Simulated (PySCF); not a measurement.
**Working out the ionisation energy of Nb⁺**

Nb⁺ [Kr] 4d4 (5D) → Nb²⁺ [Kr] 4d3 (4F). Calculation: PySCF 2.14, in x2c-SVPall (6s5p5d1f, 53 functions); the spin-free X2C one-electron Hamiltonian (Gaussian nucleus). Frozen: [Kr]. Energies in hartree (1 hartree = 27.21139 eV):

| part | Nb⁺ (lower) | Nb²⁺ (upper) |
| --- | --- | --- |
| UHF | -3816.666719 | -3816.185989 |
| MP2 opposite-spin | 0.000000 | 0.000000 |
| MP2 same-spin | -0.027605 | -0.011581 |

Q: What does Hartree-Fock give?

A: (-3816.185989) − (-3816.666719) = 0.480730 hartree = 13.081 eV.

Q: What do MP2 and SCS-MP2 (6/5 opposite-spin, 1/3 same-spin) give?

A: The opposite-spin parts differ by 0.000 eV and the same-spin parts by 0.436 eV. MP2: 13.081 + (0.000) + (0.436) = 13.517 eV. SCS-MP2: 13.081 + 1.2 × (0.000) + (0.436)/3 = 13.226 eV.

Reference: 14.32 eV (semi-empirical (NIST evaluation); NIST Atomic Spectra Database, ionization energies), between the lowest levels; spin-orbit coupling is absent from the calculation.

A double-zeta basis recovers only part of the correlation energy.

What remains against the reference includes basis incompleteness, the frozen core and correlation beyond second order.
